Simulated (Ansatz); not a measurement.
Geometry optimisation, RKS BHLYP/def2-SVP in Ansatz.

Input:

```yaml
crystal:
  periodic: [false, false, false]
  atoms:
    - { symbol: "N", position_ang: [-1.0138, 0.6797, -0.5455] }
    - { symbol: B, position_ang: [0.2992, 0.0791, -0.3602] }
    - { symbol: C, position_ang: [0.4602, -1.036, 0.7] }
    - { symbol: O, position_ang: [1.6582, -1.5505, 0.8607] }
    - { symbol: H, position_ang: [-0.9579, 1.4381, -1.3242] }
    - { symbol: H, position_ang: [-1.2905, 1.2518, 0.3234] }
    - { symbol: H, position_ang: [1.2438, 0.4138, -1.0298] }
    - { symbol: H, position_ang: [-0.307, -1.3332, 1.3199] }
basis:
  gaussian: { orbitals: def2-SVP }
hamiltonian:
  xc: { name: BHLYP }
relax:
  f_tol: 0.02
  max_steps: 40
scf:
  lower_state_search: "off"
```

Run as:

```bash
$ ansatz run input.yaml --threads 1 --pin off --max-ram 2048MiB --backend cpu --events-out ev --progress --plain --runs-dir out
```

**Question.** Where does it end, and by what steps?

**Answer.** It converged. After 9 steps the energy has fallen by 1.483 eV; H6 moved furthest, 0.57 Å. The start is strongly strained (largest force component 9 eV/Å).

```tsv
step	energy less start (eV)	largest force component (eV/Å)	accepted
0	0.0000	8.685	yes
1	-0.7621	3.170	yes
2	-1.2005	1.835	yes
3	-1.3766	1.550	yes
4	-1.3734	1.723	no
5	-1.4660	0.521	yes
6	-1.4808	0.174	yes
7	-1.4824	0.105	yes
8	-1.4833	0.022	yes
9	-1.4834	0.018	yes
```

```xyz
8
Properties=species:S:1:pos:R:3
N -0.781 0.875 -0.466
B 0.382 0.133 -0.427
C 0.539 -0.966 0.723
O 1.515 -1.648 0.869
H -0.961 1.586 -1.152
H -1.531 0.754 0.195
H 1.250 0.308 -1.232
H -0.319 -1.100 1.434
```

Time of the run: 29 s on 1 thread of Intel(R) Xeon(R) Platinum 8259CL CPU @ 2.50GHz (Skylake/Cascade Lake), on a shared host, peak memory 0.16 GiB.
